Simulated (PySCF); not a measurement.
# Computed records: BH5NOSi

All values are calculated (PySCF 2.14.0). Calculation on a computer-drawn molecule: optimised geometry and harmonic frequencies of an isolated molecule of the commonest isotopes, restricted reference for singlets and unrestricted otherwise, frozen core in MP2.

```yaml
- formula: BH5NOSi
  start_structure:
    atoms_angstrom:
      - [B, -2.0257, -1.5214, -0.2656]
      - [O, -1.0107, -0.7019, 0.0642]
      - [Si, 0.1703, 0.3303, 0.4497]
      - ["N", 0.3406, 0.5135, 2.0719]
      - [H, -1.7856, -2.6024, -0.3783]
      - [H, -3.0974, -1.0154, -0.4773]
      - [H, 0.8343, 0.8439, -0.6347]
      - [H, -0.1313, 0.0719, 2.8362]
      - [H, 1.0759, 1.1736, 2.5004]
  given:
    charge: 1
    multiplicity: 1
    method: HF
    basis: "cc-pV(D+d)Z"
    drawn_bonds_atom: [1, 2, 3, 1, 1, 3, 4, 4]
    drawn_bonds_other_atom: [2, 3, 4, 5, 6, 7, 8, 9]
    drawn_bonds_order: [1, 1, 1, 1, 1, 1, 1, 1]
  results:
    optimised_atom_element: [B, O, Si, "N", H, H, H, H, H]
    "optimised_atom_x [angstrom]": [-2.081, -1.054, 0.09327, 0.4076, -1.798, -3.144, 0.8988, -0.1003, 1.147]
    "optimised_atom_y [angstrom]": [-1.545, -0.6927, 0.2629, 0.5621, -2.688, -1.049, 0.8995, 0.1643, 1.178]
    "optimised_atom_z [angstrom]": [-0.3283, 0.1089, 0.5242, 2.092, -0.4748, -0.5101, -0.4983, 2.865, 2.388]
    "modes_frequency [cm^-1]": [96.33, 102.4, 135.7, 314.0, 473.2, 612.1, 682.7, 741.2, 805.0, 967.8, 1043, 1094, 1126, 1332, 1376, 1670, 2507, 2765, 2892, 3736, 3833]
    "modes_reduced_mass [dalton]": [3.743, 2.919, 1.11, 3.78, 1.17, 1.345, 1.112, 2.923, 1.28, 1.377, 1.286, 4.566, 1.337, 1.199, 8.848, 1.137, 1.046, 1.042, 1.14, 1.051, 1.099]
    "rotational_constants [GHz]": [23.17, 3.312, 2.975]
    "total_energy [hartree]": -445.6982
    "convergence_status_largest_gradient_component [hartree/bohr]": 1.599e-05
```
